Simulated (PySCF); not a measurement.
## Partial charges of `C[SiH2][SiH2][C@@H](F)C=O`

Species: C3H9FOSi2.
Atom-mapped SMILES: `[CH3:1][SiH2:2][SiH2:3][C@@H:4]([F:5])[CH:6]=[O:7]` (hydrogens: H8, H9, H10 on C1; H11, H12 on Si2; H13, H14 on Si3; H15 on C4; H16 on C6)

Cartesian coordinates in Å at the GFN2-xTB level; atoms count from 1:
```xyz
16
C3H9FOSi2 angstrom
C      2.779    0.165    0.597
Si     0.911   -0.095    0.882
Si    -0.128    0.411   -1.138
C     -1.967    0.839   -0.617
F     -2.784    1.039   -1.709
C     -2.427   -0.283    0.200
O     -1.852   -0.660    1.196
H      3.008    1.192    0.328
H      3.346   -0.068    1.493
H      3.156   -0.471   -0.199
H      0.740   -1.490    1.295
H      0.511    0.809    1.967
H      0.255    1.596   -1.920
H     -0.300   -0.655   -2.135
H     -1.952    1.772   -0.051
H     -3.303   -0.825   -0.199
```

Density: PBE0/pcSseg-1 (PySCF); schemes: Mulliken, IAO, Hirshfeld and ESP-fitted. One conformer (not necessarily the lowest) at the GFN2-xTB geometry, without solvent, vibrations or thermal averaging.

Task: Which atoms carry the lowest charge in the Mulliken, IAO, Hirshfeld and ESP-fitted schemes?

Result: All schemes agree: Mulliken C1 (-0.629); IAO C1 (-0.713); Hirshfeld C1 (-0.219); ESP-fitted C1 (-0.681).

Task: At which atom do the 4 schemes differ most?

Result: At C1: from -0.713 (IAO) to -0.219 e (Hirshfeld), 0.494 e apart.

Task: Which atoms carry the highest charge in the Mulliken, IAO, Hirshfeld and ESP-fitted schemes?

Result: All schemes agree: Mulliken Si2 (+0.332); IAO Si2 (+0.492); Hirshfeld Si2 (+0.249); ESP-fitted Si2 (+0.491).

Task: Give the atomic charges in each scheme.

Result: In e:

```csv
atom,environment,Mulliken,IAO,Hirshfeld,ESP-fitted
C1,Si-methyl carbon,-0.629,-0.713,-0.219,-0.681
Si2,SiH2 silicon,+0.332,+0.492,+0.249,+0.491
Si3,SiH2 silicon,+0.313,+0.424,+0.244,+0.126
C4,sp3 C–F carbon,-0.096,-0.114,-0.029,-0.045
F5,alkyl fluorine,-0.325,-0.317,-0.113,-0.224
C6,aldehyde carbon,+0.230,+0.247,+0.124,+0.408
O7,aldehyde oxygen,-0.381,-0.404,-0.193,-0.473
H8,methyl hydrogen,+0.138,+0.151,+0.038,+0.154
H9,methyl hydrogen,+0.144,+0.157,+0.043,+0.172
H10,methyl hydrogen,+0.138,+0.151,+0.038,+0.169
H11,Si–H hydrogen,-0.033,-0.092,-0.073,-0.094
H12,Si–H hydrogen,-0.035,-0.099,-0.075,-0.102
H13,Si–H hydrogen,-0.040,-0.090,-0.069,-0.038
H14,Si–H hydrogen,-0.028,-0.090,-0.071,-0.039
H15,methine hydrogen,+0.168,+0.174,+0.057,+0.132
H16,formyl hydrogen,+0.104,+0.123,+0.050,+0.043
```

Mean size of the charges over all atoms: IAO 0.240 e, ESP-fitted 0.212 e, Mulliken 0.196 e, Hirshfeld 0.105 e. Each set sums to the total charge, 0, to within 0.001 e. The ESP scheme fits charges at the nuclei, held to the total charge, to the electrostatic potential on points at 1.4 to 2.0 times the van der Waals radii.

Task: How closely do the schemes follow one another over all atoms?

Result: Correlation coefficient and root-mean-square difference: Mulliken with IAO 0.99, 0.062 e; IAO with Hirshfeld 0.96, 0.177 e; Mulliken with ESP-fitted 0.95, 0.090 e; IAO with ESP-fitted 0.95, 0.096 e; Mulliken with Hirshfeld 0.92, 0.143 e; Hirshfeld with ESP-fitted 0.89, 0.179 e.

Task: How many electrons does the IAO scheme count on Si3?

Result: Z − q = 14 − (+0.424) = 13.576.
